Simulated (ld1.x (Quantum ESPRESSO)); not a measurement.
Plane-wave convergence, PAW potential for N

| Quantity | Value |
| --- | --- |
| Element | N |
| Generator | ld1.x (Quantum ESPRESSO) 7.5 |
| Type | PAW |
| Functional | PBE |
| Relativity | scalar-relativistic |
| Frozen core | [He] |
| Valence charge | 5 |
| Reference configuration | 2s2 2p3 |
| Partial waves | 2s (bound): rcut 0.80, rcutus 0.90 bohr; 2s channel at 1.8 Ry: rcut 0.80, rcutus 0.90 bohr; 2p (bound): rcut 1.50, rcutus 1.80 bohr; 2p channel at 2.8 Ry: rcut 1.50, rcutus 1.80 bohr; 3d channel at 0.4 Ry: rc 1.55 bohr |
| Local potential | the d channel |
| Core correction | a·sin(br)/r model core inside 0.55 bohr |
| Augmentation charge | BESSEL, radius 0.75 bohr |

The pseudo-atom Hamiltonian at the reference potential is diagonalised in spherical Bessel functions j_l(qr) that vanish at 20 bohr, with q² up to the cutoff. All-electron valence levels (Ry): 2s -1.3658, 2p -0.5211.

Problem. How do the lowest levels (Ry) of each channel move with the cutoff, and are there ghosts?

Solution.

```csv
cutoff (Ry),s #1,s #2,p #1,p #2,d #1,d #2,f #1,Σ f·Δε (mRy)
8,-1.3367,-0.0128,-0.4185,0.0386,0.0768,0.1803,0.1195,366.2
10,-1.3411,-0.0130,-0.4648,0.0376,0.0768,0.1802,0.1195,218.5
15,-1.3419,-0.0131,-0.5117,0.0366,0.0768,0.1802,0.1195,76.2
18,-1.3456,-0.0132,-0.5172,0.0364,0.0768,0.1802,0.1195,52.3
21,-1.3494,-0.0133,-0.5197,0.0362,0.0768,0.1802,0.1195,37.1
30,-1.3589,-0.0136,-0.5209,0.0360,0.0768,0.1802,0.1195,14.6
35,-1.3625,-0.0138,-0.5210,0.0360,0.0768,0.1802,0.1195,7.0
40,-1.3645,-0.0138,-0.5210,0.0360,0.0768,0.1802,0.1195,2.8
45,-1.3652,-0.0139,-0.5211,0.0360,0.0768,0.1802,0.1195,1.4
55,-1.3656,-0.0139,-0.5211,0.0360,0.0768,0.1802,0.1195,0.5
60,-1.3656,-0.0139,-0.5211,0.0360,0.0768,0.1802,0.1195,0.5
400,-1.3658,-0.0139,-0.5211,0.0360,0.0768,0.1802,0.1195,0.0
```

Result: no extra level below or beside the all-electron valence levels (s, p, d, f tested); 10 mRy is reached at 35 Ry and 1 mRy at 50 Ry.

Test run stopped at test 3 of 7 (negative rho).
